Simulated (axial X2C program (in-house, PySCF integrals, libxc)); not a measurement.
# Spin–orbit effects down a group: molecules with Ba (ions), HF

All values come from calculations with an axial X2C code built on PySCF integrals, spin-free (one-electron X2C) or two-component (2c: spin–orbit coupling with atomic mean-field Coulomb and Gaunt terms, which also bring small scalar terms), in Dyall basis sets with cores contracted in-house; open shells are unrestricted.

Basis sets: Ba dyall-cv3z, H dyall-v3z, Li dyall-cv3z, Na dyall-cv3z.

```json
{"molecule": "BaH⁺", "spin-free state": "M_S = 0, Λ = 0", "Re (Å)": "2.177", "ωe (cm⁻¹)": "1335.6", "De (eV)": "1.59", "2c state": "Ω = 0", "Re 2c (Å)": "2.176", "ωe 2c (cm⁻¹)": "1336.5", "De 2c (eV)": "1.59"}
{"molecule": "LiBa⁺", "spin-free state": "M_S = 0, Λ = 0", "Re (Å)": "3.677", "ωe (cm⁻¹)": "221.1", "De (eV)": "0.53", "2c state": "Ω = 0", "Re 2c (Å)": "3.676", "ωe 2c (cm⁻¹)": "221.2", "De 2c (eV)": "0.53"}
{"molecule": "NaBa⁺", "spin-free state": "M_S = 0, Λ = 0", "Re (Å)": "3.979", "ωe (cm⁻¹)": "111.5", "De (eV)": "0.52", "2c state": "Ω = 0", "Re 2c (Å)": "3.978", "ωe 2c (cm⁻¹)": "111.5", "De 2c (eV)": "0.52"}
```

Fragments in 2c: Ba+ + H, Ba+ + Li, Ba+ + Na. Each entry is the lowest single determinant of a limited PBE0 search at one distance. De goes to single-determinant-based atoms at the same level (for ions the charge split of lowest energy) and is withheld (n/a) where an atom does not fit its ground term or J level. Main or longest-lived isotopes.
